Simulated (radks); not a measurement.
Spherical quantum dot in the effective-mass picture: electrons in a parabolic well V = omega^2 r^2 / 2 with omega = 0.281, all in effective atomic units (hartree* = m*/eps^2 hartree, bohr* = eps/m* bohr), one dielectric constant everywhere. Calculated with a radial shooting solver with Libxc functionals: non-relativistic Kohn-Sham, exchange-only LDA, spin-polarised, spherical densities. Levels are named by radial order and angular momentum (1s, 1p, 1d, 2s, ...), and open shells are averaged over m. Results are scaled to m* = 0.141 and eps = 10.5, for which hartree* = 34.8 meV and bohr* = 3.941 nm.

N = 5, configuration 1s2 1p(up 3, down 0). This is the lowest configuration that the search found. Occupied and some empty levels:

level    occupation  eigenvalue (meV)  <r> (nm)
1s up             1            58.982     11.24
1s down           1            61.990     10.93
1p up             3            64.522     13.69
1p down           0            67.816     13.80
1d up             0            71.111     15.60
2s up             0            73.292     13.81
1d down           0            74.298     15.89
2s down           0            75.502     14.08
1f up             0            78.400     17.23
1f down           0            81.322     17.61

Energy (meV): total 203.513, kinetic 34.001, external 79.171, Hartree 121.37, exchange-correlation -31.027.

Electron density:

r (nm)  n(r) (e/nm^3)
0.535       0.0003160
2.55        0.0003252
4.57        0.0003403
6.58        0.0003484
8.60        0.0003346
10.6        0.0002911
12.6        0.0002232
14.7        0.0001477
16.7       0.00008335
18.7       0.00003967
20.7       0.00001589
22.7        5.364e-06
24.7        1.527e-06
26.8        3.677e-07
